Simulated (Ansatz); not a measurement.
System: C₄H₆OSi, net charge 0, singlet state. 
Coordinates optimised at B3LYP-D3(BJ)/def2-TZVP (Ansatz, an electronic-structure program):
```
C
C 1 1.3496
H 2 1.0842 1 118.50
H 1 1.0865 2 119.29 3 0.00
C 1 1.4499 4 115.75 2 -180.00
C 5 1.3430 1 123.40 4 180.00
O 6 1.3465 5 124.76 1 0.00
H 5 1.0807 6 117.63 7 180.00
H 6 1.0832 5 122.50 8 0.00
Si 7 1.6824 6 124.93 9 180.00
H 10 1.4826 7 108.07 6 122.07
H 10 1.4826 11 107.33 7 -116.33
```

Parts of the frozen-core correlation energy in cc-pwCVTZ (Ansatz, hartree). Frozen orbitals: 10; correlated occupied orbitals by spin: 16 and 16; virtual: 332 and 332. No spin-orbit coupling. Non-relativistic. The restricted reference is unstable.

```csv
term,value
reference (HF),-518.87255
MP2 opposite-spin,…
MP2 same-spin,-0.23837
CCSD correlation,…
(T),…
T1 diagnostic,0.014
largest doubles amplitude,0.077
```

Problem. Complete the blanks.

Solution. 
- MP2 opposite-spin, value: -0.75712
- CCSD correlation, value: -1.02956
- (T), value: -0.04962
